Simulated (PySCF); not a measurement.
This PySCF input asks for the NMR shieldings of `C[Si]1(P)C[SiH2]C1`, C3H11PSi2; the geometry comes from GFN2-xTB.

```python
import basis_set_exchange as bse
import numpy as np
from pyscf import gto, dft
from pyscf.prop import nmr

atoms = """
C     0.440729    2.184073    0.308642
Si    0.467005    0.326374   -0.107669
P     2.536668   -0.245063   -0.808134
C    -0.377855   -0.800616    1.215605
Si   -1.714223   -1.375302   -0.037257
C    -0.885404   -0.256518   -1.351332
H     1.079365    2.405260    1.157940
H     0.794572    2.768886   -0.534148
H    -0.564359    2.512966    0.548339
H     2.363472   -1.591553   -0.543550
H     3.128864   -0.022339    0.422160
H    -0.768224   -0.267794    2.078353
H     0.249107   -1.599440    1.603214
H    -3.072185   -0.971027    0.327586
H    -1.668191   -2.806032   -0.340659
H    -0.497109   -0.788357   -2.216018
H    -1.519231    0.538512   -1.732981
"""
names = dict.fromkeys(["C", "Si", "P", "H"], "pcSseg-1")
basis = {el: gto.basis.parse(bse.get_basis(n, elements=[el], fmt="nwchem")) for el, n in names.items()}
mol = gto.M(atom=atoms, basis=basis, charge=0, verbose=0)
mf = dft.RKS(mol, xc="PBE0")
mf.grids.level = 2
mf.grids.alignment = dft.numint.BLKSIZE   # the property module wants whole blocks of grid points
mf.conv_tol = 1e-9
mf.kernel()

calc = nmr.RKS(mf)   # GIAO
C = mf.mo_coeff
Co = C[:, mf.mo_occ > 0]
resp = mf.gen_response(singlet=True, hermi=2)
def vind(x):   # induced exchange potential for any number of trial vectors
    d = np.einsum("pi,xij,qj->xpq", C, 2 * x.reshape(-1, C.shape[1], Co.shape[1]), Co, optimize=True)
    return np.einsum("xpq,pi,qj->xij", resp(d - d.transpose(0, 2, 1)), C, Co, optimize=True).ravel()
mo1, _ = nmr.rhf.solve_mo1(calc, with_cphf=vind)
sigma = calc.kernel(mo1)
for i, s in enumerate(sigma):   # ppm
    print("%2d %-2s %9.2f" % (i, mol.atom_pure_symbol(i), np.trace(s) / 3))
```

**Question.** What are the results?

**Answer.** 
```
 0 C     183.28
 1 Si    326.62
 2 P     590.47
 3 C     178.91
 4 Si    393.94
 5 C     183.88
 6 H      31.40
 7 H      31.32
 8 H      31.19
 9 H      30.50
10 H      30.64
11 H      30.91
12 H      31.07
13 H      26.97
14 H      26.94
15 H      31.07
16 H      31.03
```

These numbers come from an equivalent density-fitted implementation of the same equations, which agrees with the script to about 0.01 ppm for H and up to a few tenths of a ppm for heavy atoms, so last digits may differ.

Size and cost of the density-fitted run: 178 basis functions, 48 s wall time on 1 thread of an Arm Neoverse N1, shared host; peak memory 0.82 GiB.
